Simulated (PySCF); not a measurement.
C3H6BNO2. Atoms are numbered in the order given.

```xyz
13

C     -0.2582    -2.6868     0.0000
N     -0.8911    -1.3872     0.0000
C     -0.1632    -0.3416     0.0000
C      1.3579    -0.0515     0.0000
O      1.1230     1.3986     0.0000
B     -0.2635     1.2410     0.0000
O     -1.2122     2.2033     0.0000
H     -0.6087    -3.2603     0.8851
H      0.8590    -2.6816     0.0000
H     -0.6087    -3.2603    -0.8851
H      1.9180    -0.3640    -0.9083
H      1.9180    -0.3640     0.9083
H     -0.8269     3.0999     0.0000
```

Geometry optimised at PBE-D3(BJ)/def2-SVP. The structure was generated by enumeration; whether it is a known compound was not checked. The values are those of a single conformer.

Computed with PBE-D3(BJ)/def2-SVP (PySCF).

Frequencies are harmonic and unscaled.

| mode | ν (cm⁻¹) | IR (km/mol) | moving atoms (share of kinetic energy) |
|---|---|---|---|
| 1 | 137 | 1.4 | H 48 %, C 30 %, O 19 % |
| 2 | 155 | 5.9 | H 45 %, C 23 %, O 17 %, N 11 % |
| 3 | 176 | 8.9 | H 51 %, O 23 %, C 18 % |
| 4 | 184 | 3.1 | C 44 %, O 30 %, H 21 % |
| 5 | 302 | 7.4 | O 34 %, C 32 %, H 18 %, N 14 % |
| 6 | 384 | 0.6 | H 36 %, N 32 %, C 19 %, B 13 % |
| 7 | 518 | 89.2 | H 80 %, C 12 % |
| 8 | 524 | 25.8 | O 26 %, H 24 %, B 21 %, C 21 %, N 8 % |
| 9 | 612 | 0.0 | O 45 %, C 28 %, N 14 %, B 8 % |
| 10 | 625 | 48.0 | B 60 %, H 19 %, O 12 %, C 9 % |
| 11 | 709 | 8.2 | C 33 %, H 24 %, N 23 %, O 16 % |
| 12 | 908 | 141.8 | O 43 %, C 29 %, H 25 % |
| 13 | 932 | 2.4 | H 54 %, C 41 % |
| 14 | 955 | 6.0 | H 36 %, O 36 %, C 25 % |
| 15 | 977 | 39.7 | C 72 %, H 14 %, O 11 % |
| 16 | 1028 | 21.4 | C 47 %, N 37 %, H 10 % |
| 17 | 1066 | 0.0 | H 66 %, C 24 %, N 10 % |
| 18 | 1113 | 5.1 | H 59 %, C 23 %, N 12 % |
| 19 | 1123 | 0.0 | H 89 % |
| 20 | 1162 | 102.7 | H 47 %, B 24 %, C 21 % |
| 21 | 1284 | 65.6 | H 40 %, B 27 %, C 15 %, O 14 % |
| 22 | 1352 | 0.4 | H 87 %, C 12 % |
| 23 | 1399 | 4.4 | H 97 % |
| 24 | 1409 | 40.1 | H 87 % |
| 25 | 1416 | 19.2 | H 92 % |
| 26 | 1509 | 378.9 | B 70 %, O 19 % |
| 27 | 1765 | 33.4 | C 60 %, N 37 % |
| 28 | 2902 | 47.7 | H 96 % |
| 29 | 2963 | 28.1 | H 95 % |
| 30 | 3008 | 20.3 | H 91 %, C 9 % |
| 31 | 3028 | 23.8 | H 90 %, C 10 % |
| 32 | 3029 | 3.7 | H 91 %, C 9 % |
| 33 | 3720 | 75.5 | H 94 % |
